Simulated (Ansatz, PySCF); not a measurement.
Spectroscopic constants of MgBe, closed-shell singlet (lowest of 2S+1 = 1, 3 at CCSD(T)/def2-TZVPP on PBE0 minima; our sources give no spin for the ground state, which may be another).

Seven points along R, fitted to fifth degree in 1/R; most abundant isotopes. Runs in def2 and cc sets follow the lowest solution found near the PBE0 minimum. The singlet is held restricted.

Rows in 6-31G* carry no dispersion term and start afresh at each structure (6-31G* with six Cartesian d functions).

Codes used: Ansatz (Gaussian orbitals); PySCF for 6-31G* rows. Values without a source in brackets are computed.

D_e counts from each atom's lowest state at the same level, without counterpoise or zero-point energy.

| level | r_e (Å) | ω_e (cm⁻¹) | ω_e x_e (cm⁻¹) | D_e (eV) | dipole (D) |
|---|---|---|---|---|---|
| PBE/def2-TZVPP | 2.960 | 197 | 4.4 | 0.24 | 0.72 |
| BP86/6-31G* | 2.998 | 184 | 4.7 | - | 0.20 |
| r2SCAN/def2-TZVPP | 2.989 | 192 | 4.4 | 0.21 | 0.62 |
| B97M-V/def2-TZVPP | 3.105 | 146 | 6.0 | 0.10 | 0.46 |
| B3LYP/6-31G* | 3.162 | ___ | 6.4 | - | 0.06 |
| B3LYP/def2-TZVPP | 3.151 | 127 | 6.7 | 0.06 | 0.55 |
| PBE0/def2-TZVPP | ___ | ___ | 4.7 | 0.17 | 0.56 |

### Question
What belongs in the gaps?

### Answer

- PBE0/def2-TZVPP, r_e (Å): 3.051
- PBE0/def2-TZVPP, ω_e (cm⁻¹): 168
- B3LYP/6-31G*, ω_e (cm⁻¹): 126

Ansatz is a program for electronic structure.
